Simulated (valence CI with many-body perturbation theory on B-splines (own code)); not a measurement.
**Pb LI: one-electron terms**

Level of theory: relativistic CI+MBPT: four valence electrons over a frozen Dirac-Fock core [Ar] 3d10, a basis of 11 s, 11 p, 10 d, 8 f, 5 g, 2 h functions for each j, with the one-electron correlation potential Σ1 (screened to all orders), the two-electron term Σ2, the three-electron term Σ3, Breit, model QED; selected single and double excitations, second order for the rest, scaled by the run's own slope (own B-spline code, finite nucleus).

The last digits are not significant, and no measured levels were compared; by estimate large intervals hold to a few tenths of a per cent, small ones and those within an open d or f shell to about a per cent. Among the levels kept, up to 400 cm⁻¹ of a level comes from second order outside the variational space, and about a tenth of that is noise between levels of different J, which matters for small intervals.

These are the spectroscopic orbitals of the CI (the correlating ones are not listed), shaped by the core and the other valence electrons. h is the expectation value of the core's Dirac-Fock operator, without the valence repulsion; Σ1 is computed up to l = 3 at one energy for each symmetry, that of its lowest orbital but kept below the first core excitation, so for empty shells it is not the orbital's own correlation shift; Breit and QED include the response of the core, and the two lowest orbitals of each symmetry also the frequency dependence of Breit exchange, which makes a step in that column.

```csv
Orbital,h (hartree),Σ1 (cm⁻¹),Breit (cm⁻¹),QED (cm⁻¹),⟨r⟩ (bohr)
4s1/2,-120.77,-15453,22294,16973,0.3421
5s1/2,-72.621,-5684,10045,7850,0.5710
6s1/2,-48.485,-2775,5256,4205,0.8606
7s1/2,-34.663,-1588,3133,2523,1.208
8s1/2,-26.01,-999,2019,1632,1.614
9s1/2,-20.236,-672,1377,1116,2.079
4p1/2,-116.41,-16647,34905,1295,0.3375
5p1/2,-70.482,-6162,15865,611,0.5721
6p1/2,-47.294,-3057,8442,335,0.8656
7p1/2,-33.934,-1763,5077,203,1.218
8p1/2,-25.532,-1116,3291,133,1.628
9p1/2,-19.906,-753,2255,91.3,2.098
4p3/2,-109.94,-13812,19591,2537,0.3589
5p3/2,-67.42,-5445,9047,1197,0.5994
6p3/2,-45.603,-2775,5416,659,0.8988
7p3/2,-32.903,-1625,3283,402,1.257
8p3/2,-24.858,-1039,2141,263,1.673
9p3/2,-19.44,-706,1474,181,2.148
4d3/2,-103.37,-16183,15824,-725,0.3448
5d3/2,-64.26,-6205,7412,-317,0.5934
6d3/2,-43.847,-3156,4072,-169,0.9000
7d3/2,-31.826,-1848,2484,-101,1.265
8d3/2,-24.15,-1182,1627,-65.5,1.689
4d5/2,-101.99,-15068,10059,-5.0,0.3506
5d5/2,-63.586,-5781,4528,23.2,0.6005
6d5/2,-43.468,-2943,2498,19.9,0.9085
7d5/2,-31.591,-1725,1510,14.7,1.275
8d5/2,-23.995,-1105,984,10.7,1.700
4f5/2,-95.054,-15468,6764,-530,0.3163
5f5/2,-60.482,-5038,2887,-250,0.5756
6f5/2,-41.778,-2512,1515,-140,0.8912
7f5/2,-30.565,-1475,904,-85.9,1.265
4f7/2,-94.662,-14640,2992,-244,0.3187
5f7/2,-60.263,-4783,1314,-106,0.5785
6f7/2,-41.648,-2396,713,-56.7,0.8946
7f7/2,-30.482,-1412,432,-34.2,1.269
5g7/2,-58.605,,327,-62.6,0.5246
6g7/2,-40.72,,266,-42.9,0.8445
7g7/2,-29.91,,186,-29.1,1.223
5g9/2,-58.513,,14.2,2.2,0.5260
6g9/2,-40.666,,13.3,-4.9,0.8461
7g9/2,-29.876,,7.9,-5.1,1.225
6h9/2,-40.477,,,,0.7593
6h11/2,-40.442,,,,0.7604
```

Among the shells of the start configuration 4s2 4p2, Σ1 is largest in size for 4p1/2, where it is 0.065 % of h.

Lowest root of each symmetry, sizes in configuration state functions:

```csv
J,Parity,Roots,Reference,Variational,Second order,Change by selected CI (cm⁻¹),Change by second order (cm⁻¹)
0,even,11,43,19903,55375,-5959,-1
1,even,18,88,31996,211541,-5165,-27
2,even,27,127,31994,366261,-5791,-91
3,even,19,108,32000,431041,-7152,-135
4,even,13,91,31999,416976,-11281,-185
5,even,4,52,31993,313331,-6095,-33
0,odd,8,44,22419,67785,-5271,-2
1,odd,21,119,31999,221824,-5813,-44
2,odd,27,157,31994,372540,-4641,-109
3,odd,24,157,31993,449270,-7698,-209
4,odd,16,129,31998,435960,-6793,-187
5,odd,7,87,31998,354399,-9121,-148
6,odd,2,46,25926,236433,-10656,-27
```
